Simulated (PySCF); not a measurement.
C3H3BF2O, SMILES FB(F)C1=CCO1. Atoms are numbered in the order given.

```xyz
10

F      1.1665    -1.8516     0.0000
B     -0.0004    -1.2162     0.0000
F     -1.1133    -1.9483     0.0000
C     -0.0945     0.3329     0.0000
C     -1.0693     1.2912     0.0000
C      0.0452     2.3004     0.0000
O      1.0088     1.1953     0.0000
H     -2.1637     1.3149     0.0000
H      0.1641     2.9279     0.9093
H      0.1641     2.9279    -0.9093
```
Charge 0, spin multiplicity 1.

Geometry optimised at PBE-D3(BJ)/def2-SVP. This is a generated structure with no PubChem entry under its InChIKey; it may be hypothetical. Other conformers were not sampled.

Two levels are set side by side: PBE/pcSseg-1 (PySCF) and KT2/pcSseg-1 (PySCF). GIAO shifts against BF3 (¹¹B), CFCl3 (¹⁹F), H2O (¹⁷O), TMS (¹H), TMS (¹³C) at the same level; non-relativistic, no solvent, atoms listed together averaged. Differences are taken from unrounded values.

| quantity | KT2 |
|---|---|
| δ(¹¹B) of B2 (ppm) | 5.4 |
| δ(¹³C) of C4 (ppm) | 167.2 |
| δ(¹³C) of C5 (ppm) | 134.4 |
| δ(¹³C) of C6 (ppm) | 88.0 |
| δ(¹⁷O) of O7 (ppm) | 189.9 |
| δ(¹H) of H8 (ppm) | 7.39 |
| δ(¹H) of H9, H10 (ppm) | 5.97 |

Task: What does PBE give, and how far is it from KT2? (An estimate is asked for; the answer gives what the named calculation found.)

Result: 
```json
[
 {"quantity": "δ(¹¹B) of B2 (ppm)", "PBE": "6.1", "PBE minus KT2": "0.6"},
 {"quantity": "δ(¹³C) of C4 (ppm)", "PBE": "175.2", "PBE minus KT2": "8.0"},
 {"quantity": "δ(¹³C) of C5 (ppm)", "PBE": "140.0", "PBE minus KT2": "5.5"},
 {"quantity": "δ(¹³C) of C6 (ppm)", "PBE": "89.7", "PBE minus KT2": "1.7"},
 {"quantity": "δ(¹⁷O) of O7 (ppm)", "PBE": "201.2", "PBE minus KT2": "11.3"},
 {"quantity": "δ(¹H) of H8 (ppm)", "PBE": "7.44", "PBE minus KT2": "0.05"},
 {"quantity": "δ(¹H) of H9, H10 (ppm)", "PBE": "5.94", "PBE minus KT2": "-0.03"}
]
```

Rough cost on one machine, each run with all the roots and properties that it gave: KT2 against PBE within a factor of 2.
